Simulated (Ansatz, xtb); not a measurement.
**ClF3H2Si2: 3 structures ranked**

3 gas-phase structures of ClF3H2Si2, found in a search over its isomers (lower ones may exist). Each was relaxed with GFN2-xTB; where two conformers were screened, the lower at r2SCAN-D4/def2-SVP is listed:

A. `F[Si](F)(F)[SiH2]Cl`, a singlet
B. `F[SiH](F)[Si@H](F)Cl`, a singlet
C. `F[SiH2][Si](F)(F)Cl`, a singlet

Task: Estimate their order in r2SCAN-D4/def2-SVP energy at these geometries, lowest first.

Result: Calculated order at r2SCAN-D4/def2-SVP: A (0.0), C (20.1), B (28.0) kJ/mol.

Energies above the lowest of each column, in kJ/mol; the last columns are at PBE0-D3(BJ)/def2-SVP geometries:

| structure | GFN2-xTB | HF/STO-3G | r2SCAN-D4/def2-SVP | PBE0-D3(BJ)/def2-SVP | CCSD(T)/def2-SVP + ΔMP2/def2-TZVPP |
| --- | --- | --- | --- | --- | --- |
| A | 18.7 | 0.0 | 0.0 | 0.0 | 0.0 |
| C | 23.8 | 25.6 | 20.1 | 18.4 | 22.0 |
| B | 0.0 | 36.7 | 28.0 | 25.0 | 27.8 |

CCSD(T)/def2-SVP + ΔMP2/def2-TZVPP puts A lowest; GFN2-xTB picks B. Flexible structures stand in one conformer each, not always the lowest. ΔMP2 is the change of the MP2 energy from the smaller to the larger basis.

Programs: Ansatz 0.2.0, xtb 6.7.1.
